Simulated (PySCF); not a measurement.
C₄H₃FOS.

```xyz
10

O      1.1307     2.1823     0.0000
C      0.5189     0.9823     0.0000
C      1.1515    -0.2288     0.0000
C      0.1919    -1.2916     0.0000
F      0.5737    -2.5683     0.0000
C     -1.1124    -0.9015     0.0000
S     -1.2136     0.8304     0.0000
H      0.4802     2.8941     0.0000
H      2.2326    -0.3619     0.0000
H     -2.0033    -1.5259     0.0000
```

Geometry optimised at ωB97X-D3(BJ)/def2-SVP. Other conformers were not sampled.

All values below come from PBE/pcSseg-1 run with PySCF. Non-relativistic, no solvent.

Give the absolute GIAO shielding of each atom: isotropic value and principal components (ppm). (An estimate is asked for; the answer gives what the named calculation found.)


```csv
atom,σ(iso),σ11,σ22,σ33,span
O1,202.4,134.5,233.0,239.7,105.2
C2,17.4,-46.0,11.7,86.5,132.5
C3,82.4,30.4,73.9,142.7,112.2
C4,17.2,-41.1,36.4,56.3,97.4
F5,276.9,168.8,288.3,373.7,204.9
C6,91.2,27.5,113.5,132.6,105.1
S7,339.4,203.8,360.8,453.7,249.9
H8,27.3,19.8,26.9,35.3,15.5
H9,25.2,22.3,25.4,27.8,5.5
H10,25.8,22.3,25.5,29.7,7.4
```
